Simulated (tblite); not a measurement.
Record of a relaxation.

C₂H₆O₃SSi.
Numbering: `[CH3:1][Si@@:2]([OH:3])([SH:4])[C:5](=[O:6])[OH:7]` (hydrogens: H8, H9, H10 on C1; H11 on O3; H12 on S4; H13 on O7)

Computed with GFN2-xTB (tblite), gas phase: L-BFGS steps from a force-field or distance-geometry start until the largest atomic force falls under 0.01 eV/Å. 9 of its 67 geometries are shown.

Step 0: E = -668.5324 eV, largest atomic force 1.733 eV/Å
```
atom  x, y, z in Å  |  force x, y, z in eV/Å
C1     -1.565    0.811    0.644   -0.942   0.290   0.626
Si2    -0.254    0.002   -0.380    0.208  -0.997  -1.402
O3     -0.877   -1.098   -1.462    0.805   0.518   0.666
S4      0.661    1.532   -1.609    0.311   0.210   0.327
C5      1.110   -0.755    0.745    0.066   0.034   0.030
O6      1.399   -0.200    1.784    0.084  -0.401  -0.312
O7      1.748   -1.880    0.340   -0.020   0.797   0.997
H8     -2.078    0.086    1.283    0.054   0.157  -0.117
H9     -2.323    1.282    0.008    0.183  -0.118   0.159
H10    -1.158    1.585    1.302   -0.021  -0.185  -0.170
H11    -0.230   -1.527   -2.036   -0.398   0.085   0.138
H12     1.171    2.230   -0.583   -0.124  -0.168  -0.326
H13     2.392   -2.067    1.066   -0.206  -0.223  -0.615
```

Step 8: E = -668.6689 eV, largest atomic force 0.131 eV/Å
```
atom  x, y, z in Å  |  force x, y, z in eV/Å
C1     -1.596    0.789    0.644    0.046   0.031  -0.044
Si2    -0.226    0.016   -0.410    0.023  -0.098   0.039
O3     -0.816   -1.113   -1.404   -0.040  -0.038   0.031
S4      0.729    1.541   -1.621    0.032  -0.038   0.107
C5      1.117   -0.698    0.782   -0.063   0.072   0.003
O6      1.411   -0.176    1.829    0.088  -0.065  -0.020
O7      1.706   -1.824    0.357   -0.042   0.118  -0.037
H8     -2.104    0.080    1.290    0.063  -0.061  -0.091
H9     -2.341    1.277    0.024   -0.044  -0.020  -0.038
H10    -1.154    1.550    1.282   -0.020   0.028   0.072
H11    -0.294   -1.558   -2.070   -0.013   0.044   0.040
H12     1.179    2.238   -0.589    0.023   0.019  -0.064
H13     2.385   -2.121    0.989   -0.053   0.007   0.001
```

Step 16: E = -668.6837 eV, largest atomic force 0.150 eV/Å
```
atom  x, y, z in Å  |  force x, y, z in eV/Å
C1     -1.600    0.790    0.636    0.005   0.005  -0.016
Si2    -0.224    0.025   -0.399    0.111  -0.079   0.062
O3     -0.817   -1.131   -1.360   -0.009   0.023   0.010
S4      0.767    1.514   -1.612    0.052   0.059  -0.039
C5      1.118   -0.670    0.798    0.004  -0.008  -0.020
O6      1.446   -0.178    1.849   -0.010  -0.008  -0.039
O7      1.684   -1.792    0.335   -0.012   0.000   0.003
H8     -2.088    0.045    1.253   -0.047   0.000   0.002
H9     -2.348    1.268    0.014   -0.068  -0.001  -0.020
H10    -1.180    1.545    1.294   -0.033   0.018   0.066
H11    -0.315   -1.546   -2.060   -0.002   0.026   0.040
H12     1.198    2.255   -0.602   -0.003  -0.032  -0.041
H13     2.354   -2.124    0.958    0.011  -0.002  -0.008
```

Step 25: E = -668.6901 eV, largest atomic force 0.103 eV/Å
```
atom  x, y, z in Å  |  force x, y, z in eV/Å
C1     -1.614    0.794    0.636   -0.005  -0.026  -0.009
Si2    -0.209    0.049   -0.381    0.059  -0.056   0.063
O3     -0.820   -1.114   -1.322   -0.020   0.018  -0.020
S4      0.803    1.498   -1.630   -0.013   0.022   0.012
C5      1.135   -0.666    0.800   -0.020   0.018  -0.003
O6      1.479   -0.184    1.850    0.016  -0.015  -0.019
O7      1.680   -1.794    0.325   -0.010   0.027   0.006
H8     -2.107    0.026    1.220   -0.030  -0.039   0.028
H9     -2.362    1.254   -0.001   -0.012   0.049  -0.022
H10    -1.241    1.543    1.327   -0.004   0.025  -0.003
H11    -0.325   -1.526   -2.027    0.007  -0.018  -0.004
H12     1.223    2.257   -0.631    0.022   0.005  -0.025
H13     2.355   -2.136    0.937    0.009  -0.008  -0.002
```

Step 33: E = -668.6922 eV, largest atomic force 0.036 eV/Å
```
atom  x, y, z in Å  |  force x, y, z in eV/Å
C1     -1.627    0.789    0.636   -0.007   0.011   0.004
Si2    -0.205    0.051   -0.364    0.005  -0.005   0.013
O3     -0.825   -1.096   -1.319   -0.005  -0.016   0.007
S4      0.799    1.494   -1.627   -0.004   0.024  -0.006
C5      1.145   -0.666    0.807   -0.012   0.012  -0.009
O6      1.504   -0.187    1.853    0.005  -0.009  -0.011
O7      1.680   -1.794    0.322   -0.010   0.006   0.004
H8     -2.130    0.019    1.210   -0.015  -0.010   0.000
H9     -2.361    1.258   -0.011   -0.012  -0.002  -0.029
H10    -1.270    1.540    1.334    0.027   0.006   0.023
H11    -0.327   -1.527   -2.010    0.011  -0.008   0.002
H12     1.252    2.264   -0.652    0.010  -0.011   0.007
H13     2.360   -2.143    0.924    0.008   0.001  -0.003
```

Step 41: E = -668.6935 eV, largest atomic force 0.073 eV/Å
```
atom  x, y, z in Å  |  force x, y, z in eV/Å
C1     -1.635    0.791    0.635   -0.023   0.007   0.018
Si2    -0.208    0.051   -0.358   -0.069   0.004  -0.023
O3     -0.819   -1.105   -1.308    0.009   0.003  -0.009
S4      0.773    1.512   -1.620    0.022   0.016   0.004
C5      1.146   -0.664    0.804    0.048  -0.008   0.013
O6      1.519   -0.182    1.843    0.010   0.006   0.015
O7      1.674   -1.794    0.317    0.008  -0.004  -0.003
H8     -2.155    0.022    1.199    0.014   0.024  -0.025
H9     -2.357    1.269   -0.023    0.029  -0.008   0.033
H10    -1.276    1.535    1.343   -0.019  -0.025  -0.027
H11    -0.313   -1.540   -1.991   -0.003  -0.002   0.013
H12     1.283    2.247   -0.645   -0.007  -0.024  -0.006
H13     2.365   -2.141    0.908   -0.018   0.012  -0.005
```

Step 50: E = -668.6946 eV, largest atomic force 0.024 eV/Å
```
atom  x, y, z in Å  |  force x, y, z in eV/Å
C1     -1.648    0.793    0.633   -0.008   0.002   0.007
Si2    -0.214    0.056   -0.354   -0.022   0.000   0.010
O3     -0.818   -1.109   -1.299    0.006   0.012  -0.003
S4      0.760    1.523   -1.615    0.016  -0.001   0.010
C5      1.156   -0.652    0.799   -0.001  -0.007   0.001
O6      1.545   -0.174    1.834   -0.009   0.016  -0.012
O7      1.671   -1.787    0.305   -0.002  -0.001   0.002
H8     -2.182    0.021    1.178    0.008   0.005  -0.009
H9     -2.356    1.287   -0.026    0.011  -0.008   0.003
H10    -1.294    1.525    1.354    0.004  -0.018  -0.004
H11    -0.300   -1.558   -1.963   -0.005  -0.005   0.007
H12     1.314    2.216   -0.633    0.002  -0.001  -0.007
H13     2.362   -2.139    0.892    0.000   0.007  -0.007
```

Step 58: E = -668.6954 eV, largest atomic force 0.024 eV/Å
```
atom  x, y, z in Å  |  force x, y, z in eV/Å
C1     -1.659    0.791    0.634   -0.002   0.002  -0.002
Si2    -0.225    0.059   -0.353    0.001   0.009  -0.020
O3     -0.825   -1.103   -1.302    0.003   0.000   0.003
S4      0.768    1.523   -1.604   -0.006  -0.003  -0.012
C5      1.155   -0.641    0.790   -0.008  -0.018   0.013
O6      1.561   -0.150    1.812    0.011   0.004   0.003
O7      1.662   -1.781    0.299    0.005  -0.006  -0.001
H8     -2.208    0.015    1.158    0.001  -0.008  -0.001
H9     -2.354    1.304   -0.025   -0.006   0.008   0.003
H10    -1.304    1.504    1.371   -0.001   0.000   0.004
H11    -0.289   -1.584   -1.930   -0.008  -0.007  -0.006
H12     1.347    2.189   -0.619    0.008   0.009   0.010
H13     2.367   -2.127    0.873    0.001   0.009   0.006
```

Step 66: E = -668.6956 eV, largest atomic force 0.007 eV/Å
```
atom  x, y, z in Å  |  force x, y, z in eV/Å
C1     -1.660    0.791    0.633    0.000  -0.001   0.001
Si2    -0.226    0.060   -0.356    0.000   0.003  -0.004
O3     -0.827   -1.102   -1.305   -0.002   0.002   0.002
S4      0.772    1.524   -1.603   -0.005  -0.003  -0.002
C5      1.152   -0.642    0.789    0.006   0.000  -0.003
O6      1.564   -0.146    1.807   -0.002   0.004   0.003
O7      1.660   -1.782    0.301    0.002  -0.001   0.000
H8     -2.209    0.012    1.153   -0.002  -0.003  -0.003
H9     -2.356    1.309   -0.020    0.003   0.000  -0.001
H10    -1.304    1.499    1.375    0.003  -0.002   0.001
H11    -0.293   -1.591   -1.928   -0.004   0.001  -0.002
H12     1.351    2.188   -0.616    0.002   0.002   0.003
H13     2.370   -2.120    0.874   -0.002  -0.001   0.003
```

Q: Summarise the path.

A: The energy falls by 0.1632 eV from step 0 to step 66; nine tenths of that is first reached at step 12. It falls at every step. The largest force goes from 1.733 to 0.007 eV/Å. Among the bonds Si2–O3 changes most, from 1.664 to 1.616 Å; the atoms move by 0.150 Å rms after alignment.

Q: Follow the three bonds and two angles with the largest change from start to end.

A: 
```json
{"step": "0", "E above end (eV)": "0.1632", "largest force (eV/Å)": "1.733", "Si2–O3 (Å)": "1.664", "C1–Si2 (Å)": "1.850", "S4–H12 (Å)": "1.342", "Si2–C5–O7 (°)": "119.0", "Si2–O3–H11 (°)": "115.4"}
{"step": "3", "E above end (eV)": "0.0700", "largest force (eV/Å)": "0.388", "Si2–O3 (Å)": "1.611", "C1–Si2 (Å)": "1.894", "S4–H12 (Å)": "1.317", "Si2–C5–O7 (°)": "118.5", "Si2–O3–H11 (°)": "118.0"}
{"step": "6", "E above end (eV)": "0.0349", "largest force (eV/Å)": "0.272", "Si2–O3 (Å)": "1.617", "C1–Si2 (Å)": "1.889", "S4–H12 (Å)": "1.320", "Si2–C5–O7 (°)": "116.4", "Si2–O3–H11 (°)": "122.6"}
{"step": "9", "E above end (eV)": "0.0237", "largest force (eV/Å)": "0.170", "Si2–O3 (Å)": "1.615", "C1–Si2 (Å)": "1.896", "S4–H12 (Å)": "1.324", "Si2–C5–O7 (°)": "114.2", "Si2–O3–H11 (°)": "123.8"}
{"step": "11", "E above end (eV)": "0.0179", "largest force (eV/Å)": "0.201", "Si2–O3 (Å)": "1.615", "C1–Si2 (Å)": "1.894", "S4–H12 (Å)": "1.322", "Si2–C5–O7 (°)": "112.8", "Si2–O3–H11 (°)": "123.7"}
{"step": "14", "E above end (eV)": "0.0142", "largest force (eV/Å)": "0.093", "Si2–O3 (Å)": "1.617", "C1–Si2 (Å)": "1.886", "S4–H12 (Å)": "1.324", "Si2–C5–O7 (°)": "112.5", "Si2–O3–H11 (°)": "123.6"}
{"step": "17", "E above end (eV)": "0.0107", "largest force (eV/Å)": "0.125", "Si2–O3 (Å)": "1.615", "C1–Si2 (Å)": "1.886", "S4–H12 (Å)": "1.324", "Si2–C5–O7 (°)": "112.3", "Si2–O3–H11 (°)": "123.5"}
{"step": "20", "E above end (eV)": "0.0082", "largest force (eV/Å)": "0.098", "Si2–O3 (Å)": "1.616", "C1–Si2 (Å)": "1.889", "S4–H12 (Å)": "1.322", "Si2–C5–O7 (°)": "112.2", "Si2–O3–H11 (°)": "122.9"}
{"step": "23", "E above end (eV)": "0.0064", "largest force (eV/Å)": "0.052", "Si2–O3 (Å)": "1.616", "C1–Si2 (Å)": "1.888", "S4–H12 (Å)": "1.323", "Si2–C5–O7 (°)": "112.3", "Si2–O3–H11 (°)": "122.7"}
{"step": "26", "E above end (eV)": "0.0049", "largest force (eV/Å)": "0.108", "Si2–O3 (Å)": "1.616", "C1–Si2 (Å)": "1.889", "S4–H12 (Å)": "1.323", "Si2–C5–O7 (°)": "112.2", "Si2–O3–H11 (°)": "123.1"}
{"step": "29", "E above end (eV)": "0.0039", "largest force (eV/Å)": "0.040", "Si2–O3 (Å)": "1.617", "C1–Si2 (Å)": "1.891", "S4–H12 (Å)": "1.322", "Si2–C5–O7 (°)": "112.2", "Si2–O3–H11 (°)": "123.2"}
{"step": "32", "E above end (eV)": "0.0034", "largest force (eV/Å)": "0.029", "Si2–O3 (Å)": "1.616", "C1–Si2 (Å)": "1.889", "S4–H12 (Å)": "1.323", "Si2–C5–O7 (°)": "112.0", "Si2–O3–H11 (°)": "123.2"}
{"step": "34", "E above end (eV)": "0.0032", "largest force (eV/Å)": "0.037", "Si2–O3 (Å)": "1.615", "C1–Si2 (Å)": "1.889", "S4–H12 (Å)": "1.323", "Si2–C5–O7 (°)": "111.8", "Si2–O3–H11 (°)": "123.3"}
{"step": "37", "E above end (eV)": "0.0028", "largest force (eV/Å)": "0.021", "Si2–O3 (Å)": "1.616", "C1–Si2 (Å)": "1.889", "S4–H12 (Å)": "1.323", "Si2–C5–O7 (°)": "111.8", "Si2–O3–H11 (°)": "123.1"}
{"step": "40", "E above end (eV)": "0.0024", "largest force (eV/Å)": "0.068", "Si2–O3 (Å)": "1.616", "C1–Si2 (Å)": "1.890", "S4–H12 (Å)": "1.323", "Si2–C5–O7 (°)": "111.9", "Si2–O3–H11 (°)": "123.1"}
{"step": "43", "E above end (eV)": "0.0016", "largest force (eV/Å)": "0.023", "Si2–O3 (Å)": "1.616", "C1–Si2 (Å)": "1.889", "S4–H12 (Å)": "1.323", "Si2–C5–O7 (°)": "111.6", "Si2–O3–H11 (°)": "123.2"}
{"step": "46", "E above end (eV)": "0.0013", "largest force (eV/Å)": "0.030", "Si2–O3 (Å)": "1.616", "C1–Si2 (Å)": "1.889", "S4–H12 (Å)": "1.322", "Si2–C5–O7 (°)": "111.4", "Si2–O3–H11 (°)": "123.0"}
{"step": "49", "E above end (eV)": "0.0010", "largest force (eV/Å)": "0.025", "Si2–O3 (Å)": "1.617", "C1–Si2 (Å)": "1.890", "S4–H12 (Å)": "1.323", "Si2–C5–O7 (°)": "111.3", "Si2–O3–H11 (°)": "122.8"}
{"step": "52", "E above end (eV)": "0.0008", "largest force (eV/Å)": "0.024", "Si2–O3 (Å)": "1.616", "C1–Si2 (Å)": "1.890", "S4–H12 (Å)": "1.323", "Si2–C5–O7 (°)": "111.3", "Si2–O3–H11 (°)": "123.1"}
{"step": "55", "E above end (eV)": "0.0006", "largest force (eV/Å)": "0.034", "Si2–O3 (Å)": "1.616", "C1–Si2 (Å)": "1.889", "S4–H12 (Å)": "1.322", "Si2–C5–O7 (°)": "111.2", "Si2–O3–H11 (°)": "123.1"}
{"step": "57", "E above end (eV)": "0.0003", "largest force (eV/Å)": "0.040", "Si2–O3 (Å)": "1.616", "C1–Si2 (Å)": "1.888", "S4–H12 (Å)": "1.322", "Si2–C5–O7 (°)": "111.2", "Si2–O3–H11 (°)": "122.7"}
{"step": "60", "E above end (eV)": "0.0001", "largest force (eV/Å)": "0.011", "Si2–O3 (Å)": "1.616", "C1–Si2 (Å)": "1.889", "S4–H12 (Å)": "1.323", "Si2–C5–O7 (°)": "111.3", "Si2–O3–H11 (°)": "122.6"}
{"step": "63", "E above end (eV)": "0.0000", "largest force (eV/Å)": "0.015", "Si2–O3 (Å)": "1.616", "C1–Si2 (Å)": "1.889", "S4–H12 (Å)": "1.324", "Si2–C5–O7 (°)": "111.3", "Si2–O3–H11 (°)": "122.8"}
{"step": "66", "E above end (eV)": "0.0000", "largest force (eV/Å)": "0.007", "Si2–O3 (Å)": "1.616", "C1–Si2 (Å)": "1.889", "S4–H12 (Å)": "1.323", "Si2–C5–O7 (°)": "111.4", "Si2–O3–H11 (°)": "122.9"}
```

What follows is the cost of the whole relaxation. On one thread of an Intel Xeon at 2.50 GHz, no GPU, shared host with 64 logical CPUs at a one-minute load of 63, this took 1.3 s wall.
